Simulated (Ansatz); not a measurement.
`[SiH3][Sb]([Cl])[Cl]` + `C=[CH][GaH][F]` → `[F][Sb]([SiH3])[Cl]` + `C=[CH][GaH][Cl]`  (redistribution)

Calculated with Ansatz (gas phase, PBE0-D4/def2-TZVP geometries, no zero-point term in ΔE). CBS: MP2 limit from def2 TZ/QZ plus the TZ coupled-cluster correction, frozen cores. DFT in def2-TZVPP. HSE06 is defined as in plane-wave codes. def2 core potentials past Kr. For Ga, Sb outer-core shells are correlated without core-valence functions, which leaves a few kJ/mol of doubt a bond. Scalar relativity is left out up to krypton. One conformer a species, not always the lowest.

```csv
level,ΔE (kcal/mol)
r2SCAN0-D4,0.0
HSE06-D4,0.3
ωB97M-V,-0.2
PBE0,-0.1
r2SCAN0,-0.1
BHLYP,-0.4
MP2/def2-SVP,2.1
MP2/def2-QZVPP,1.4
```

(1) What does CCSD(T)/CBS give? (Best estimate.)

Largest T1 diagnostic among the species: 0.014.

Results:

(1) The calculation gave: +0.1 kcal/mol. The listed levels differ from it by -0.1, 0.2, -0.3, -0.2, -0.2, -0.5, 2.0, 1.3 kcal/mol.

Leaving LDA and LC-ωPBE aside and taking each functional with its dispersion term where it has one, the values, not all of them listed here, spread over 2.2 kcal/mol, from B97M-V to PBE-QIDH. At CCSD(T), def2-SVP lies +1.8 kcal/mol from the extrapolated value and def2-TZVPP +0.5 kcal/mol.
